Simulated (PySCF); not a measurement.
NICS in isomers of C5H4O2S.

NICS = −σ at a ghost point: NICS(0) at the centroid of the ring atoms, NICS(1) 1 Å to either side along the normal of their mean plane, zz for the tensor component along that normal. Level: GIAO PBE0/pcSseg-1 (PySCF, non-relativistic, gas phase) on the GFN2-xTB geometries, one conformer each. Atom numbers follow the mapped SMILES.

Question: Order these rings by mean NICS(1)zz, lowest (most negative) first (ppm).
A. ring C4–C5–C6–S7–C8 in `[O:1]=[CH:2][O:3][c:4]1[cH:5][cH:6][s:7][cH:8]1`
B. ring C2–C3–C4–S5–C6–C8 in `[O:1]=[c:2]1[cH:3][cH:4][s:5][c:6]([OH:7])[cH:8]1`
C. ring C4–C5–C6–C7–S8 in `[O:1]=[CH:2][O:3][c:4]1[cH:5][cH:6][cH:7][s:8]1`

Answer: A (-26.9), C (-24.2), B (-6.1).

```
       SMILES                                                           ring  NICS(0)  NICS(1)  NICS(1)zz  HOMA  rms pucker (Å)  ring atoms with four or more neighbours
  O=COc1ccsc1              5-membered ring with S; formal bonds all aromatic    -14.7    -11.4      -26.9  0.82            0.00                                        0
  O=COc1cccs1              5-membered ring with S; formal bonds all aromatic    -13.3    -10.6      -24.2  0.77            0.00                                        0
O=c1ccsc(O)c1  6-membered ring with S; bonds drawn aromatic by RDKit's count     -2.7     -4.2       -6.1  0.26            0.00                                        0
```

NICS(0) gives the same order. The isotropic NICS(1) gives the same order. HOMA uses Krygowski's 1993 parameters. NICS(1) and NICS(1)zz are means over the two faces.
